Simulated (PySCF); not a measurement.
## Excitation energy of In by level of theory

In [Kr] 4d10 5s2 5p1 (2P) → In [Kr] 4d10 5s1 5p2 (4P), as a difference of total energies. All numbers are calculated (PySCF 2.14, scalar relativity through the core potential, in def2-TZVPPD with the def2 core potential (28 electrons) (7s5p4d2f, 56 functions)). Correlated levels: valence: 4s2 4p6 4d10 frozen. The calculations carry no spin-orbit coupling.

```tsv
method	excitation energy (eV)
UHF	2.886
MP2 (valence)	3.512
SCS-MP2 (valence)	3.749
CCSD (valence)	3.729
CCSD(T) (valence)	3.747
```

Problem. How much does correlation contribute at CCSD(T) (valence)?

Solution. 3.747 − (2.886) = 0.861 eV, measured against UHF.

Errors of the correlated levels include the incompleteness of this basis and the frozen core.

For comparison: 4.350 eV (measured; NIST levels, between the centres of gravity of the two terms).
